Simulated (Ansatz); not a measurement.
Total energies of `C#CCCCCCCCCCC=C` from Ansatz at PBE0-D4/def2-SVP, gas phase (1 Eh = 27.2114 eV = 2625.5 kJ/mol). The reference geometry is relaxed at PBE-D4/def2-SVP.

```
atom    x (Å)    y (Å)    z (Å)
  C1   0.9333   1.1683  -2.2289
  C2   1.0449   2.0307  -1.3674
  C3   1.1421   3.0142  -0.2902
  C4  -0.2229   3.5263   0.2342
  C5  -1.2587   2.4257   0.4956
  C6  -0.7772   1.2829   1.3939
  C7  -1.7991   0.1480   1.5204
  C8  -1.2590  -1.1324   2.1767
  C9  -0.0214  -1.7432   1.4965
 C10  -0.1754  -2.0031  -0.0058
 C11   1.0759  -2.6331  -0.6413
 C12   0.9268  -2.8983  -2.1121
 C13   1.7087  -2.3919  -3.0832
 H14   0.8447   0.3946  -2.9797
 H15   1.7150   2.5543   0.5453
 H16   1.7547   3.8786  -0.6272
 H17  -0.0274   4.1045   1.1633
 H18  -0.6428   4.2470  -0.4987
 H19  -1.5637   1.9915  -0.4819
 H20  -2.1757   2.8867   0.9238
 H21  -0.5067   1.6679   2.4038
 H22   0.1593   0.8698   0.9642
 H23  -2.6870   0.5038   2.0878
 H24  -2.1805  -0.0959   0.5040
 H25  -1.0133  -0.9283   3.2425
 H26  -2.0739  -1.8895   2.1953
 H27   0.2338  -2.6972   2.0089
 H28   0.8604  -1.0831   1.6552
 H29  -1.0564  -2.6614  -0.1833
 H30  -0.3917  -1.0516  -0.5371
 H31   1.9539  -1.9740  -0.4668
 H32   1.2955  -3.5934  -0.1184
 H33   0.0856  -3.5595  -2.3982
 H34   1.5378  -2.6289  -4.1453
 H35   2.5602  -1.7300  -2.8462
```

| state | geometry | energy (Eh) |
| --- | --- | --- |
| charge 0 singlet | reference | -507.58415 |
| charge 1 doublet | reference | -507.25499 |
| charge -1 doublet | reference | -507.51064 |
| charge -1 doublet | relaxed at PBE-D4/def2-SVP | -507.53169 |
| free C atom (triplet) | – | -37.76066 |
| free H atom (doublet) | – | -0.50029 |

Problem. Work out the vertical ionisation energy to the doublet.

Solution. E(charge 1 doublet) − E(charge 0 singlet) = -507.25499 − (-507.58415) = 0.32916 Eh = 8.96 eV. For comparison, −ε of the highest occupied level is 7.25 eV at this level, 1.71 eV less.

Problem. Work out the vertical electron affinity, to the doublet.

Solution. E(charge 0 singlet) − E(charge -1 doublet) = -507.58415 − (-507.51064) = -0.07351 Eh = -2.00 eV; negative, so the extra electron isn't bound. The basis lacks diffuse functions, which makes affinities too small.

Problem. Give the fundamental gap IE − EA, the Mulliken electronegativity (IE + EA)/2 and the hardness (IE − EA)/2.

Solution. From the values in Eh: IE − EA = 0.32916 − (-0.07351) = 0.40267 Eh = 10.96 eV; (IE + EA)/2 = 3.48 eV; (IE − EA)/2 = 5.48 eV. The HOMO–LUMO gap of the same run is 7.63 eV, 3.33 eV smaller than the fundamental gap.

Problem. How much does the charge -1 doublet relax, and what is the adiabatic electron affinity?

Solution. Relaxation: -507.51064 − (-507.53169) = 0.02105 Eh = 0.57 eV. Adiabatic electron affinity: -0.05246 Eh = -1.43 eV, without zero-point energy. 

Problem. What is the binding energy per atom against free atoms?

Solution. Atoms: 13 × (-37.76066) + 22 × (-0.50029) = -501.89496 Eh. Binding: -501.89496 − (-507.58415) = 5.68919 Eh = 154.81 eV, or 4.42 eV for each of 35 atoms (no zero-point energy, no counterpoise term).

At PBE0-D4/def2-SVP the highest occupied level of the charge -1 doublet lies above zero (up to 3.51 eV). By energy differences it is unbound by 2.00 eV (vertical, against the charge 0 singlet, at PBE0-D4/def2-SVP) and held by the finite basis. At PBE0-D4/def2-SVP the highest occupied level of the relaxed charge -1 doublet lies above zero (up to 1.86 eV). By energy differences it is unbound by 1.43 eV (each at its own geometry, against the charge 0 singlet, at PBE0-D4/def2-SVP) and held by the finite basis.
